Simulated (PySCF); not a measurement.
An unknown shows these calculated signals:

1H NMR (300 MHz, computed): δ 6.61 (m, 1H), 5.71 (m, 1H), 5.07 (m, 1H), 4.66 (m, 1H), 1.46 (m, 3H).

13C{1H} NMR (computed): δ 240.8 (C), 157.1 (CH), 116.6 (CH), 101.2 (C), 20.1 (CH3).

Non-relativistic Hamiltonian, fast rotation and ring inversion assumed for equivalent nuclei, isolated molecule, one conformer. Shieldings: GIAO PBE0/pcSseg-1; structure optimised with GFN2-xTB; PySCF.

Referencing at the same level of theory: 1H (σref 31.72), 13C (σref 186.93) against TMS.

Task: Which of these does the molecule contain: a non-aromatic C=C double bond, a Si–H bond, an N-methyl group, a CH3CH2 unit, a ketone?

Result: 
- A non-aromatic C=C double bond: yes.
- A Si–H bond: yes (δH 4.66 (m), 5.71 (m)).
- An N-methyl group: no.
- A CH3CH2 unit: no.
- A ketone: no.

The data belong to `InChI=1S/C5H7FO2Si/c1-5(6)2-3-8-9-4(5)7/h2-3H,9H2,1H3/t5-/m1/s1`; they needn't prove each group on their own.

Carbon signals by region: 1 in the far downfield region (above 160 ppm), 3 in the sp2 and nitrile region (100–160 ppm), 1 below 50 ppm. Above 160 ppm: 240.8, carbonyl carbon.

Splittings by 19F in the carbon and heteronuclear signals aren't shown, as no couplings were computed. Shifts are as computed. Against solution values, carbons near 30 ppm lie about +3 ppm off and those near 130 ppm about +5 ppm. Of 1211 compounds with measured shifts, 218 miss one by over three times the rms of a fit or turn the order of signals round; such compounds aren't used in these exercises. No couplings were computed; multiplicities are counted from neighbouring protons, with m where these are inequivalent, close in shift, in a saturated or five-membered ring or joined by F or P, and br s for small geminal =CH2 splittings.
